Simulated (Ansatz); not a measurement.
TiB, multiplicity 6 (lowest of 2S+1 = 2, 4, 6 at CCSD(T)/def2-TZVPP on PBE0 minima; our sources give no spin for the ground state, which may be another), most abundant isotopes (47.9479 and 11.0093 u). Constants from fifth-degree fits in 1/R to seven points on the lowest solution found; no spin–orbit coupling, no relativity up to Kr; ω_e x_e and α_e move by some per cent with the fit.

Correlated levels freeze the inner cores; with def2 sets outer-core shells near the valence are correlated too. CBS(a, b) extrapolates the correlation energy as X⁻³ and adds the Hartree–Fock energy of set b.

The values were computed with Ansatz (a first-principles code). Each number belongs to the level named beside it.

```csv
level,r_e (Å),ω_e (cm⁻¹),ω_e x_e (cm⁻¹),α_e (cm⁻¹)
PBE/def2-TZVPP,2.0564,600.5,3.58,0.00350
"CCSD(T)/CBS(def2-TZVPP, def2-QZVPP)",2.0095,682.3,2.69,0.00250
```

**Question.** Derive the rotational constants, the centrifugal constant, the fundamental, the zero-point energy and the force constant.

**Answer.** 
μ = 8.95350 u.
- PBE/def2-TZVPP: B_e = 16.8576/(μ r_e²) = 0.44525 cm⁻¹; B₀ = B_e − α_e/2 = 0.44350 cm⁻¹; D = 4B_e³/ω_e² = 9.79e-07 cm⁻¹; fundamental ω_e − 2ω_e x_e = 593 cm⁻¹; zero-point energy ω_e/2 − ω_e x_e/4 = 299 cm⁻¹; k = μ(2πcω_e)² = 190 N/m
- CCSD(T)/CBS(def2-TZVPP, def2-QZVPP): B_e = 16.8576/(μ r_e²) = 0.46626 cm⁻¹; B₀ = B_e − α_e/2 = 0.46501 cm⁻¹; D = 4B_e³/ω_e² = 8.71e-07 cm⁻¹; fundamental ω_e − 2ω_e x_e = 677 cm⁻¹; zero-point energy ω_e/2 − ω_e x_e/4 = 340 cm⁻¹; k = μ(2πcω_e)² = 246 N/m

Doubts at one or more of the structures used: T1 above 0.05 (CCSD(T)/CBS(def2-TZVPP, def2-QZVPP)).
